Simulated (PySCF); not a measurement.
# Scandium: a sound run and one with changed settings

Sound run: Sc [Ar] 3d1 4s2, Sc⁺ [Ar] 3d1 4s1. Computed with PySCF 2.14 in jorge-DZP-DKH (8s6p2d1f, 43 functions), with the spin-free X2C one-electron Hamiltonian (Gaussian nucleus). In the sound run the correlated levels freeze [Ar]. The sound run starts from symmetry-adapted Hartree-Fock orbitals and uses a fine grid where one is needed.

Changed run: basis STO-3G, all-electron and non-relativistic. This setting is unsound on purpose.

| species | method | sound run (hartree) | changed run (hartree) | converged |
| --- | --- | --- | --- | --- |
| Sc | UHF | -763.26357 | -751.99361 | yes |
| Sc | M06-L | n/a | -752.76189 | yes |
| Sc | MP2 | -763.28812 | -752.02170 | yes |
| Sc⁺ | UHF | -763.06641 | -751.82319 | yes |
| Sc⁺ | M06-L | -763.87082 | -752.52550 | yes |
| Sc⁺ | MP2 | -763.06833 | -751.82319 | yes |

Ionisation energy of Sc:

```csv
method,sound run (eV),changed run (eV)
UHF,5.365,4.637
BP86,6.622,6.489
M06-L,n/a,6.433
MP2,5.981,5.402
SCS-MP2,6.102,5.555
```

A minimal basis cannot let orbitals breathe on ionisation and holds almost no correlation. The Hamiltonian changed with the basis, so the totals do not compare.

For comparison, NIST gives 6.561 eV between the lowest levels.
